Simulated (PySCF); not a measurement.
A side-by-side comparison of computed properties.

First species: C₇H₁₃FOSi.
SMILES: `[SiH2](O)/C(=C/C(=C)C)CCF`

Second species: C₅H₆F₃OPSi.
SMILES: `Cc1oc(C(F)(F)F)pc1[SiH3]`

Levels: PBE0/pcSseg-1 for HOMO energy, LUMO energy and HOMO–LUMO gap. Geometries: GFN2-xTB. All species are isolated and taken at one optimised geometry, non-relativistic unless stated; the electronic structure was computed with PySCF and density fitting.

The conformers computed, where there is a choice (atom-mapped SMILES and torsion angles):
- `[CH3:1][c:2]1[o:3][c:4]([C:5]([F:6])([F:7])[F:8])[p:9][c:10]1[SiH3:11]`: O3–C4–C5–F6 -177°

The conformers of `C=C(C)/C=C(\CCF)[SiH2]O` aren't listed.

Values for the first species:

* HOMO energy: -6.96 eV
* LUMO energy: -0.90 eV
* HOMO–LUMO gap: 6.06 eV

Estimate the same properties for the second species, and the change in each.

| property | first | second | second less first |
| --- | --- | --- | --- |
| HOMO energy | -6.96 eV | -7.38 eV | -0.42 eV |
| LUMO energy | -0.90 eV | -1.71 eV | -0.81 eV |
| HOMO–LUMO gap | 6.06 eV | 5.67 eV | -0.39 eV |

